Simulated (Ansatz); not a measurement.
`C#[C][GeH2][SbH2]` + `C#CO` → `C#C[O][SbH2]` + `C#[C][GeH3]` at 400 K and 1 bar (cleavage of the Sb–Ge bond).

Computed with Ansatz on PBE0-D4/def2-TZVP structures; ΔE is electronic, products minus reactants. CCSD(T)/CBS adds triple-zeta CCSD(T) − MP2 to the extrapolated MP2 energy (def2 sets, frozen cores). This one scheme is used for every species. Elements past krypton have def2 core potentials. For Ge, Sb outer-core shells are correlated without core-valence functions, which leaves a few kJ/mol of doubt a bond. Scalar relativity is left out up to krypton. One conformer a species, not always the lowest.

| species | CCSD(T)/CBS energy (Eh) | H − E (kJ/mol) | S (J/(mol·K)) |
| --- | --- | --- | --- |
| `C#[C][GeH2][SbH2]` | -2395.17083 | 161.2 | 406.5 |
| `C#CO` | -152.38380 | 102.4 | 264.4 |
| `C#C[O][SbH2]` | -392.99526 | 121.5 | 350.8 |
| `C#[C][GeH3]` | -2154.54588 | 133.6 | 305.1 |

H − E and S are ideal-gas, rigid-rotor, harmonic terms from PBE0-D4/def2-TZVP, for one conformer and one mirror image of each species. 1 Eh = 2625.50 kJ/mol, R = 8.31446 J/(mol·K).

Q: By hand: ΔE, ΔH, ΔS and ΔG.

A: ΔE = (-392.99526) + (-2154.54588) − (-2395.17083) − (-152.38380) = 0.01349 Eh = 35.4 kJ/mol. Δ(H − E) = 121.5 + 133.6 − 161.2 − 102.4 = -8.5, so ΔH = 26.9 kJ/mol. ΔS = 350.8 + 305.1 − 406.5 − 264.4 = -15.0 J/(mol·K). ΔG = 26.9 − 400 × (-15.0)/1000 = 32.9 kJ/mol.

Q: By hand: the equilibrium constant, and the temperature at which ΔG would vanish if ΔH and ΔS stayed fixed.

A: log₁₀ K = −ΔG/(RT ln 10) = -4.3. ΔH and −TΔS have one sign here, so there is no such temperature.

ΔH outweighs TΔS. A doubt of 5 kJ/mol in ΔE shifts log₁₀ K by 0.7 here. Other conformers and mirror images would add mixing entropy, several J/(mol·K) or more a flexible species. These are equilibria of isolated gas molecules and say nothing of rates. Largest T1 diagnostic: 0.015 (customary marks: 0.02 for closed shells, 0.045 for open ones).
